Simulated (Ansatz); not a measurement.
Reaction (formal exchange of groups at the Si–C bond): `C=C=C(N)[SiH3]` + `F[SiH](F)F` → `F[SiH](F)[SiH3]` + `C=C=C(N)F`

Calculated with Ansatz (gas phase, PBE0-D4/def2-TZVP geometries, no zero-point term in ΔE). CCSD(T)/CBS adds triple-zeta CCSD(T) − MP2 to the extrapolated MP2 energy (def2 sets, frozen cores). DFT in def2-TZVPP. One conformer a species, not always the lowest.

Task: Is it downhill or uphill in electronic energy at CCSD(T)/CBS, and by how much? (Best estimate.)

Result: The calculation gave: Uphill: ΔE = +2.69 eV.

Task: What do these levels give: ωB97M-V, r2SCANh, CAM-B3LYP, HF/def2-TZVPP, MP2/def2-QZVPP, SCS-MP2/def2-QZVPP? (Estimate.)

Result: The calculation gave: ωB97M-V 2.58, r2SCANh 2.53, CAM-B3LYP 2.51, HF/def2-TZVPP 2.69, MP2/def2-QZVPP 2.89, SCS-MP2/def2-QZVPP 2.82 eV.

Largest T1 diagnostic among the species: 0.013.

From r2SCAN to r2SCAN0 (25 % exact exchange), in def2-TZVPP and without D4, ΔE moves by +0.07 eV. Leaving LDA and LC-ωPBE aside and taking each functional with its dispersion term where it has one, the values, not all of them listed here, spread over 0.35 eV, from PBE-D4 to BHLYP-D4. LDA lies +0.04 eV from PBE without D4.
